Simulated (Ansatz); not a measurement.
Reaction (formal exchange of groups at the Al–C bond): `[F][AlH][CH2]CCl` + GeH₄ → `[F][AlH][GeH3]` + `CCCl`

Program: Ansatz. Geometries: PBE0-D4/def2-TZVP. ΔE: electronic, gas phase. CCSD(T)/CBS is the MP2 limit (def2-TZVPP, def2-QZVPP) plus CCSD(T) − MP2 in def2-TZVPP, frozen cores. Functionals use def2-TZVPP. B3LYP here is the variant with VWN-RPA as its local correlation; programs differ in this. For Ge outer-core shells are correlated without core-valence functions, which leaves a few kJ/mol of doubt a bond. Scalar relativity is left out up to krypton. Each species was taken in one conformer, which may not be the lowest.

Q: Is it downhill or uphill in electronic energy at CCSD(T)/CBS, and by how much? (Best estimate.)

A: The calculation gave: Downhill: ΔE = -33.5 kJ/mol.

Q: What do these levels give: LDA (SPW92), revPBE-D4, BLYP-D4, r2SCAN-D4, B3LYP-D4, r2SCAN0-D4, PBE-QIDH, B3LYP, HF/def2-SVP, MP2/def2-SVP, SCS-MP2/def2-TZVPP, CCSD/CBS(def2)? (Best estimate.)

A: The calculation gave: LDA (SPW92) -33.5, revPBE-D4 -33.9, BLYP-D4 -31.1, r2SCAN-D4 -32.4, B3LYP-D4 -32.1, r2SCAN0-D4 -33.5, PBE-QIDH -34.2, B3LYP -35.4, HF/def2-SVP -31.2, MP2/def2-SVP -25.6, SCS-MP2/def2-TZVPP -28.8, CCSD/CBS(def2) -34.7 kJ/mol.

Largest T1 diagnostic among the species: 0.013.

Leaving LDA and LC-ωPBE aside and taking each functional with its dispersion term where it has one, the values, not all of them listed here, spread over 9.6 kJ/mol, from HSE06-D4 to B97M-V. LDA lies +5.3 kJ/mol from PBE without D4. The D4 term adds +3.3 kJ/mol with B3LYP and +1.8 kJ/mol with PBE0; it sums over pairs of atoms, weighted by their polarisabilities, and B3LYP, whose exchange is more repulsive, gets the larger term.
